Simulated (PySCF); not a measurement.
Species: `C[Si]([SiH3])([SiH3])[SiH2]C=O`. The columns A, B, C and D hold Mulliken, IAO, Hirshfeld and ESP-fitted charges (e) of one PBE0/pcSseg-1 density (PySCF), in a shuffled order. Coordinates in Å (GFN2-xTB); the density's dipole moment is (0.98, -2.14, 0.35) D.

```
atom       x       y       z       A       B       C       D
  C1  -1.106  -1.875  -0.841  -0.674  -0.569  -0.212  -0.626
 Si2  -0.395  -0.278  -0.038  +0.190  -0.250  +0.137  +0.269
 Si3  -0.707   1.547  -1.485  +0.337  +0.344  +0.197  +0.181
 Si4  -1.442  -0.060   2.050  +0.301  +0.305  +0.208  +0.149
 Si5   1.895  -0.657   0.243  +0.385  +0.398  +0.227  +0.209
  C6   2.527   1.146   0.087  +0.024  +0.007  +0.052  +0.247
  O7   1.815   2.044  -0.299  -0.363  -0.351  -0.168  -0.386
  H8  -0.930  -2.751  -0.223  +0.153  +0.144  +0.039  +0.163
  H9  -0.668  -2.070  -1.816  +0.155  +0.147  +0.041  +0.154
 H10  -2.179  -1.788  -0.982  +0.156  +0.149  +0.040  +0.159
 H11  -0.794   2.810  -0.762  -0.091  -0.047  -0.075  -0.056
 H12  -1.998   1.397  -2.184  -0.122  -0.079  -0.089  -0.099
 H13   0.297   1.622  -2.547  -0.094  -0.057  -0.076  -0.046
 H14  -1.134  -1.150   2.984  -0.097  -0.060  -0.075  -0.066
 H15  -2.905  -0.017   1.960  -0.094  -0.053  -0.072  -0.053
 H16  -1.026   1.175   2.720  -0.098  -0.054  -0.076  -0.073
 H17   2.693  -1.373  -0.764  -0.085  -0.033  -0.066  -0.071
 H18   2.475  -1.101   1.520  -0.092  -0.045  -0.072  -0.095
 H19   3.572   1.389   0.369  +0.108  +0.104  +0.040  +0.038
```

Which column most likely holds the ESP-fitted charges?

D. Σ q r misses the density's dipole by 0.04 D (D), 0.73 D (A), 0.84 D (C), 1.05 D (B). Charges fitted to the outside potential are the only set here that is tied to the molecule's multipoles.

And the Hirshfeld charges?

C. The mean sizes are 0.103 e (C), 0.165 e (D), 0.168 e (B), 0.190 e (A), and Hirshfeld charges are commonly the smallest of these schemes.

As computed, A = IAO, B = Mulliken, C = Hirshfeld, D = ESP-fitted. Hydrogens on carbon: IAO +0.11 to +0.16, Mulliken +0.10 to +0.15, Hirshfeld +0.04 to +0.04, ESP-fitted +0.04 to +0.16 e.

The IAO scheme projects the occupied orbitals on a minimal set of polarised atomic orbitals and counts the electrons in each atom's part of it. The Hirshfeld scheme weights the molecular density at each point by an atom's share of the summed free-atom densities.

One conformer (not necessarily the lowest) at the GFN2-xTB geometry, without solvent, vibrations or thermal averaging.

Shape of the structure used: `[CH3:1][Si:2]([SiH3:3])([SiH3:4])[SiH2:5][CH:6]=[O:7]`: C1–Si2–Si5–C6 150°, Si2–Si5–C6–O7 -11°.
